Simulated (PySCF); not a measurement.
**Excitation energies in several basis sets**

K2.
SMILES: `[K][K]`

TDDFT with PBE0 (PySCF), vertical singlets, core orbitals frozen in the response, spherical d and f functions. Geometry: PBE0-D3(BJ)/def2-SVP; no solvent, vibrations or thermal averaging.

**Question.** Compare def2-SVP, def2-SVPD, 6-31G*, def2-TZVP and def2-TZVPD for this molecule.

**Answer.** 

| basis | functions | diffuse | S1 (eV) | S2 (eV) | S3 (eV) | S4 (eV) | S5 (eV) | LUMO (eV) | α (au) |
| --- | --- | --- | --- | --- | --- | --- | --- | --- | --- |
| def2-SVP | 48 | no | 1.49 | 2.33 | 2.33 | 2.49 | 2.72 | -1.26 | 427.2 |
| def2-SVPD | 54 | yes | 1.49 | 1.89 | 1.89 | 2.06 | 2.19 | -1.26 | 494.8 |
| 6-31G* | 64 | no | 1.50 | 1.90 | 1.90 | 2.06 | 2.19 | -1.25 | 499.1 |
| def2-TZVP | 66 | no | 1.49 | 2.29 | 2.29 | 2.43 | 2.63 | -1.24 | 433.1 |
| def2-TZVPD | 72 | yes | 1.49 | 1.87 | 1.87 | 2.05 | 2.18 | -1.24 | 495.9 |

States are compared by their number. Against the largest diffuse basis here (def2-TZVPD, itself not a converged limit), sets without diffuse functions differ by up to 0.01 eV in S1 and 0.55 eV in S5; the smaller diffuse sets differ by up to 0.00 and 0.02 eV. State by state, the largest deviation of a set without diffuse functions is S1 0.01, S2 0.45, S3 0.45, S4 0.44, S5 0.55 eV. The same number needn't mean the same state in each row. Against def2-TZVPD the polarisability deviates by -14% in def2-SVP, 0% in def2-SVPD, +1% in 6-31G*, -13% in def2-TZVP.
